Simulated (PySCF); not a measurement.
**Dipole moment and polarisability of SiBrMe3**

Compound: SiBrMe3, C3H9BrSi.
Geometry (PBE0-D3(BJ)/def2-SVP, Å), atoms numbered from 1 in this order:
```xyz
14
C3H9BrSi angstrom
Si     0.0036   -0.0026    0.3936
Br     0.0384    0.0036    2.6503
C      1.7824   -0.0143   -0.1870
H      2.3293    0.8566    0.2047
H      1.8226    0.0181   -1.2882
H      2.2993   -0.9250    0.1511
C     -0.8868    1.5499   -0.1529
H     -1.9234    1.5591    0.2163
H     -0.9114    1.6073   -1.2533
H     -0.3795    2.4488    0.2283
C     -0.9070   -1.5461   -0.1440
H     -1.9432   -1.5410    0.2260
H     -0.4103   -2.4481    0.2426
H     -0.9335   -1.6101   -1.2442
```

Level: CAM-B3LYP/def2-SVPD (PySCF), static field, nuclei fixed, core orbitals frozen in the response. The polarisability tensor in these axes (au):

```
x   81.08  0.01  0.16
y    0.01 81.08  0.02
z    0.16  0.02 91.67
```

Give the principal values, the mean and the anisotropy Δα = √{½[(α1 − α2)² + (α2 − α3)² + (α1 − α3)²]}.

Principal values 81.07, 81.08 and 91.67 au; mean 84.61 au = 12.54 Å³ = 13.95 × 10⁻⁴⁰ C²·m²/J; Δα = 10.59 au (13 % of the mean).

What is the dipole moment, and where does it point?

(-0.04, -0.01, -2.53) D, 2.53 D in size, pointing from the negative to the positive side. Measured along this direction, the outermost atoms are Br2 at the negative end and H14, H9 and H5 at the positive end.

Refractivity n − 1 of an ideal gas of it at 350 K and 1 atm, from the electronic α?

N = p/kT = 2.0968 × 10¹⁹ cm⁻³, so n − 1 = 2π × N × 12.54 × 10⁻²⁴ cm³ = 1652 × 10⁻⁶ at long wavelengths, for an ideal gas.

What depolarisation ratio follows for Rayleigh scattering of linearly polarised light, taking the static tensor?

ρ = 3Δα²/(45ᾱ² + 4Δα²) = 336.7/(322134 + 448.9) = 0.00104.

Traceless (Buckingham) quadrupole moment about the centre of nuclear charge: eigenvalues?

-0.26, 0.11, 0.15 D·Å. The values depend on the origin, since the dipole doesn't vanish. The electronic extent ⟨r²⟩ about the same centre is 992 bohr², a root-mean-square distance of 1.91 Å for the 76 electrons.

How large is μ²/3kT at 500 K beside α?

In Gaussian units μ²/3kT = 30.89 Å³ against 12.54 Å³, a ratio of 2.46; the Debye molar polarisation (4π/3)N_A(α + μ²/3kT) is 109.5 cm³/mol, leaving out the vibrational part.

Geometry: PBE0-D3(BJ)/def2-SVP; no solvent, vibrations or thermal averaging. The calculation is non-relativistic, for bromine too.
